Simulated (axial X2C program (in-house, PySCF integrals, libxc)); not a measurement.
## Which molecule has these constants?

Computed with an axial X2C code built on PySCF integrals, spin-free (one-electron X2C) or two-component (2c: spin–orbit coupling with atomic mean-field Coulomb and Gaunt terms, which also bring small scalar terms), in Dyall basis sets with cores contracted in-house; open shells are unrestricted.

A two-component PBE0 calculation in a Dyall 3-zeta basis gave Re = 1.822 Å, ωe = 577.9 cm⁻¹, De = 2.58 eV, Ω = 0.

Question: Which molecule is it?
A. MgBr⁻
B. MgCl⁻
C. MgF⁻
D. MgI⁻

Answer: C. The others have MgCl⁻ 2.378 Å and 300.5 cm⁻¹ (Ω = 0); MgI⁻ 2.911 Å and 165.5 cm⁻¹ (Ω = 0); MgBr⁻ 2.582 Å and 222.4 cm⁻¹ (Ω = 0).

Each entry is the lowest single determinant of a limited PBE0 search at one distance. De goes to single-determinant-based atoms at the same level (for ions the charge split of lowest energy) and is withheld (n/a) where an atom does not fit its ground term or J level. Main or longest-lived isotopes.
